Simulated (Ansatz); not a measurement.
Gas-phase electronic energies from Ansatz, PBE0-D4/def2-TZVP geometries. CBS: MP2 limit from def2 TZ/QZ plus the TZ coupled-cluster correction, frozen cores. This one scheme is used for every species, atoms too. For atomizations the MP2-based limit and the directly extrapolated one differ by several kJ/mol either way, and by 10 to 25 for some Ge, Se and Sn compounds, so smaller differences from it don't rank the levels. DFT in def2-TZVPP. HSE06 is defined as in plane-wave codes. Open shells (•) are unrestricted, without spin–orbit coupling. Spin–orbit coupling would lower the free atoms: a little for F; clearly for Br, Ga; strongly for Sn. def2 core potentials past Kr. Bonds to Br, Ga, Sn are less sure, by a few kJ/mol each and by 10 to 20 or more in all where they break to atoms, as the def2 sets lack core-valence functions. Scalar relativity is left out up to krypton.

Reaction (atomization): `[F][Ga]([Br])[SnH3]` → Br• + F• + Ga• + 3 H• + Sn•

`[F][Ga]([Br])[SnH3]`:

```xyz
7

F    -1.934   -1.172   -1.609
Ga   -0.982    0.163   -0.986
Br   -1.517    2.146   -1.990
Sn    0.815   -0.223    0.857
H     1.088    1.240    1.683
H     0.274   -1.418    1.940
H     2.254   -0.736    0.105
```

| level | ΔE (kJ/mol) | difference from CCSD(T)/CBS |
| --- | --- | --- |
| PBE-D4 | 1769.9 | -31.3 |
| r2SCANh-D4 | 1770.9 | -30.3 |
| ωB97X-V | 1793.5 | -7.7 |
| PBE-QIDH | 1760.3 | -40.9 |
| revPBE | 1675.9 | -125.3 |
| BLYP | 1694.0 | -107.2 |
| r2SCAN | 1781.7 | -19.5 |
| r2SCAN0 | 1746.0 | -55.2 |
| HSE06 | 1731.6 | -69.6 |
| BHLYP | 1679.5 | -121.7 |
| LC-ωPBE | 1758.5 | -42.7 |
| CCSD(T)/def2-SVP | 1659.0 | -142.2 |
| HF/def2-TZVPP | 1266.1 | -535.1 |
| SCS-MP2/def2-TZVPP | 1748.9 | -52.3 |
| CCSD(T)/def2-TZVPP | 1757.1 | -44.1 |
| MP2/CBS(def2) | 1814.2 | 13.0 |
| CCSD(T)/CBS | 1801.2 | 0 |

Largest T1 diagnostic among the species: 0.013.

From r2SCAN to r2SCAN0 (25 % exact exchange), in def2-TZVPP and without D4, ΔE moves by −35.7 kJ/mol: exact exchange takes away binding that semilocal exchange gives to molecules. Leaving LDA and LC-ωPBE aside and taking each functional with its dispersion term where it has one, the values, not all of them listed here, spread over 92.7 kJ/mol, from BHLYP-D4 to B97M-V. LDA lies +289.2 kJ/mol from PBE without D4, its usual overbinding.
